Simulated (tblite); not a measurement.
C4H13ClN2Si2.
Numbering: `[CH3:1][NH:2][Si@@H:3]1[CH2:4][Si@@H:5]([Cl:6])[CH2:7][N:8]1[CH3:9]` (hydrogens: H10, H11, H12 on C1; H13 on N2; H14 on Si3; H15, H16 on C4; H17 on Si5; H18, H19 on C7; H20, H21, H22 on C9)

Computed geometry: GFN2-xTB, gas phase.

(1) List the bond lengths, angles and torsions at this level.

## Answers

(1) 
| bond | length (pm) | order |
| --- | --- | --- |
| C1–N2 | 144.2 | single |
| N2–Si3 | 171.9 | single |
| Si3–C4 | 190.1 | single |
| C4–Si5 | 188.8 | single |
| Si5–Cl6 | 202.6 | single |
| Si5–C7 | 190.6 | single |
| C7–N8 | 144.5 | single |
| N8–C9 | 143.8 | single |
| Si3–N8 | 171.7 | single |
| C1–H10, C1–H11, C1–H12 | 109.2 | single |
| N2–H13 | 100.8 | single |
| Si3–H14 | 148.3 | single |
| C4–H15 | 108.6 | single |
| C4–H16 | 108.6 | single |
| Si5–H17 | 146.4 | single |
| C7–H18 | 110.1 | single |
| C7–H19 | 109.6 | single |
| C9–H20, C9–H21 | 109.1 | single |
| C9–H22 | 109.8 | single |

Bonds in one row agree within 1 pm and their mean is given. Orders are formal, as drawn. A selection of angles:
| angle | degrees |
| --- | --- |
| C1–N2–Si3 | 121.4 |
| N2–Si3–C4 | 109.9 |
| N2–Si3–N8 | 106.5 |
| C4–Si3–N8 | 102.1 |
| Si3–C4–Si5 | 104.0 |
| C4–Si5–Cl6 | 112.7 |
| C4–Si5–C7 | 100.9 |
| Cl6–Si5–C7 | 109.5 |
| Si5–C7–N8 | 108.5 |
| C7–N8–C9 | 113.5 |
| Si3–N8–C7 | 118.0 |
| Si3–N8–C9 | 122.6 |
| H13–N2–C1 | 111.8 |
| H13–N2–Si3 | 118.0 |

Dihedral angles: C1–N2–Si3–C4 -70° (synclinal); N2–Si3–C4–Si5 -120° (anticlinal); Si3–C4–Si5–Cl6 -122° (anticlinal); C4–Si5–C7–N8 20° (synperiplanar); Si5–C7–N8–C9 177° (antiperiplanar); N2–Si3–N8–C7 139° (anticlinal).

Si3 (SiH silicon) is distorted tetrahedral (angles from 102.1° to 114.2°). Si5 (chlorine-bound silicon) is distorted tetrahedral (angles from 100.9° to 114.4°). Of the pairs four or more bonds apart, H19···H20 is among the closest relative to their van der Waals radii: 2.41 Å, 101 % of the sum of Bondi's values. The 5-membered ring Si3–C4–Si5–C7–N8 has internal angles of 100.9° to 118.0° (sum 534°, against 540° for a flat polygon); it is puckered, 0.11 Å rms from its mean plane, widest ring torsion 29°. N2 (silicon-bound nitrogen) has angles 121.4°, 118.0° and 111.8°, sum 351.1°, 0.23 Å off the plane of its three neighbours. N8 (silicon-bound nitrogen) has angles 122.6°, 118.0° and 113.5°, sum 354.2°, 0.21 Å off the plane of its three neighbours.

Point group: C1 (no symmetry element, even within 0.4 Å). Its GFN2-xTB frequencies are all real (lowest 21 cm⁻¹). The numbers are those of one conformer.
